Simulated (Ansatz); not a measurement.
C₆H₁₁F (`FC1CCCCC1`), relaxed with RKS PBE0-D4/def2-TZVP in Ansatz from a PBE-D4/def2-SVP geometry. The force threshold is 0.005 eV/Å; the program also tests the step.

Total charge 0; spin multiplicity 1.

Start:

```xyz
18

F     1.682    1.436    0.130
C     0.368    1.281    0.612
C    -0.580    1.232   -0.585
C    -0.341   -0.018   -1.443
C    -0.419   -1.300   -0.601
C     0.549   -1.245    0.589
C     0.311    0.004    1.449
H     0.152    2.172    1.245
H    -1.623    1.239   -0.197
H    -0.455    2.158   -1.184
H     0.668    0.058   -1.901
H    -1.068   -0.052   -2.281
H    -1.460   -1.428   -0.222
H    -0.207   -2.189   -1.231
H     1.594   -1.217    0.210
H     0.462   -2.160    1.211
H     1.057    0.073    2.268
H    -0.690   -0.046    1.932
```

(1) How much energy does the relaxation release, and in how many steps? (Best estimate.)

(2) Which bonds change most? (Best estimate.)

(3) Give the relaxed structure. (An estimate is asked.)

Results:

(1) Ansatz gave: 6.71 kJ/mol, in 4 steps.

(2) Ansatz gave: C2–H8 from 1.114 to 1.095 Å; C5–H14 from 1.110 to 1.094 Å; C5–H13 from 1.114 to 1.098 Å; C3–H10 from 1.110 to 1.093 Å.

(3) Ansatz gave: 
```xyz
18

F     1.664    1.461    0.153
C     0.356    1.273    0.613
C    -0.570    1.221   -0.584
C    -0.333   -0.021   -1.433
C    -0.423   -1.288   -0.593
C     0.548   -1.236    0.579
C     0.315    0.002    1.435
H     0.128    2.143    1.238
H    -1.600    1.227   -0.209
H    -0.440    2.132   -1.175
H     0.660    0.042   -1.889
H    -1.055   -0.052   -2.254
H    -1.446   -1.401   -0.212
H    -0.222   -2.168   -1.212
H     1.575   -1.219    0.199
H     0.457   -2.135    1.195
H     1.055    0.072    2.237
H    -0.670   -0.054    1.913
```
